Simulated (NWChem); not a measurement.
Species: C4H7Cl; SMILES C1C(C)(Cl)C1

All runs: NWChem. Each level has its own optimisation. Brackets give each atom's bonded neighbours.

```
level               r C–C [C(CCCCl)–C(CHHH)] (Å)  r C–H [C(CHHH)–H(C)] (Å)  r C–Cl (Å)  r C–C [C(CCCCl)–C(CCHH)] (Å)  dipole (D)
------------------  ----------------------------  ------------------------  ----------  ----------------------------  ----------
Hartree-Fock/3-21G                         1.502                     1.083       1.860                         1.494        2.85
B3LYP/3-21G                                1.505                     1.095           ?                         1.506           ?
PBE0/def2-SVP                              1.502                     1.100       1.779                         1.495        1.84
```

Question: Fill in the missing entries.

Answer: 
- B3LYP/3-21G, r C–Cl (Å): 1.884
- B3LYP/3-21G, dipole (D): 2.62
